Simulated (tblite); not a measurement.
Isomers of C5H8F2O2Si. All values are computed: GFN2-xTB (tblite) harmonic vibrations without scaling, gas phase. The method is semi-empirical: single wavenumbers can be off by several per cent or more. Modes of hydrogen on silicon can be 10 to 20 % off. One conformer each.

Electronic energies: GFN2-xTB at the same geometries; isomer energies are rough at this level and their order can be wrong.

```json
{"SMILES": "CC(=O)O[SiH2]C/C(F)=C\\F", "electronic energy, lowest = 0 (kcal/mol)": "0.0"}
{"SMILES": "O=C[C@@]1(F)O[C@H](F)CC[SiH2]1", "electronic energy, lowest = 0 (kcal/mol)": "38.2"}
{"SMILES": "O=CO[C@@H]1[C@H](F)C[SiH2][C@H]1F", "electronic energy, lowest = 0 (kcal/mol)": "25.2"}
{"SMILES": "O=C[C@@]1(F)O[C@@H](F)CC[SiH2]1", "electronic energy, lowest = 0 (kcal/mol)": "36.8"}
```

How do GFN2-xTB zero-point energies change the relative energies?

```csv
SMILES,ZPE (kcal/mol),of it from modes above 1550 cm⁻¹,electronic (kcal/mol),"with ZPE, lowest = 0 (kcal/mol)",lowest mode (cm⁻¹),rings
CC(=O)O[SiH2]C/C(F)=C\F,75.6,37.8,0.0,0.0,23,0
O=CO[C@@H]1[C@H](F)C[SiH2][C@H]1F,77.3,34.5,25.2,27.0,40,1
O=C[C@@]1(F)O[C@@H](F)CC[SiH2]1,76.9,34.5,36.8,38.2,73,1
O=C[C@@]1(F)O[C@H](F)CC[SiH2]1,76.7,34.4,38.2,39.3,46,1
```

The zero-point energies span 1.7 kcal/mol, from `CC(=O)O[SiH2]C/C(F)=C\F` to `O=CO[C@@H]1[C@H](F)C[SiH2][C@H]1F`. The order is unchanged.

What do entropy and thermal enthalpy add at 298.15 K and 1 bar (rigid rotor, harmonic oscillator, one conformer each)?

```tsv
SMILES	point group	symmetry number	S (cal/(mol K))	H − H(0) (kcal/mol)	ZPE + H − H(0) − TS (kcal/mol)
O=CO[C@@H]1[C@H](F)C[SiH2][C@H]1F	C1	1	102.7	7.27	54.0
O=C[C@@]1(F)O[C@@H](F)CC[SiH2]1	C1	1	100.3	7.27	54.3
O=C[C@@]1(F)O[C@H](F)CC[SiH2]1	C1	1	101.5	7.34	53.8
```

Not tabulated: `CC(=O)O[SiH2]C/C(F)=C\F` (lowest mode only 23 cm⁻¹).
